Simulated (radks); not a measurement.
Values are calculated unless marked as measured or tabulated.
Spherical quantum dot in the effective-mass picture: electrons in a parabolic well V = omega^2 r^2 / 2 with omega = 0.597, with a point charge +2 (a donor) at the centre, all in effective atomic units (hartree* = m*/eps^2 hartree, bohr* = eps/m* bohr), one dielectric constant everywhere. Level of theory: non-relativistic Kohn-Sham, LDA (Slater exchange, Perdew-Wang correlation), spin-polarised, spherical densities (a radial shooting solver with Libxc functionals). Levels are named by radial order and angular momentum (1s, 1p, 1d, 2s, ...), and open shells are averaged over m. At N = 28 the configuration is 1s2 1p6 1d10 2s2 1f(up 7, down 0) 2p(up 1, down 0). Does electron 29 go into 1f down or 2p down or 2p up?

Answer. Into 2p up. The total energies of the other choices lie higher by 0.0143 hartree* (1f down), 0.0427 hartree* (2p down).
